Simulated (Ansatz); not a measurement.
One change: `[F][SnH]([F])[O][SiH3]` becomes `[F][SnH]([F])[F]`.

Ansatz, PBE0-D4/def2-TZVP geometries, multiplicity 1. Each molecule was computed in one conformer, which needn't be the lowest.

Elements past krypton have def2 core potentials.

```
                                        property  `[F][SnH]([F])[O][SiH3]`
               HOMO energy (PBE/def2-TZVPP) / eV                     -7.57
         HOMO–LUMO gap (ωB97M-V/def2-TZVPP) / eV                     11.54
           LUMO energy (ωB97M-V/def2-TZVPP) / eV                      0.21
            HOMO–LUMO gap (PBE0/def2-TZVPP) / eV                      7.22
               LUMO energy (PBE/def2-TZVPP) / eV                     -2.82
size of the dipole moment (B3LYP/def2-TZVPP) / D                      2.60
```

Question: What does the change do to each property? (An estimate is asked.)

Answer: Ansatz gave: 
```
                                        property  `[F][SnH]([F])[F]`  shift
               HOMO energy (PBE/def2-TZVPP) / eV               -9.29  -1.72
         HOMO–LUMO gap (ωB97M-V/def2-TZVPP) / eV               13.32   1.78
           LUMO energy (ωB97M-V/def2-TZVPP) / eV               -0.06  -0.27
            HOMO–LUMO gap (PBE0/def2-TZVPP) / eV                8.90   1.68
               LUMO energy (PBE/def2-TZVPP) / eV               -3.15  -0.33
size of the dipole moment (B3LYP/def2-TZVPP) / D                3.32   0.72
```

With PBE0 the HOMO falls by 2.02 eV and the LUMO falls by 0.34 eV, so the gap widens by about 1.68 eV. PBE moves the HOMO by -1.72 eV and ωB97M-V by -2.05 eV. The zero-point energy changes by -71.9 kJ/mol with -12 modes. Dipoles are sizes alone; their direction can turn.

B3LYP here is the variant with VWN-RPA as its local correlation; programs differ in this.
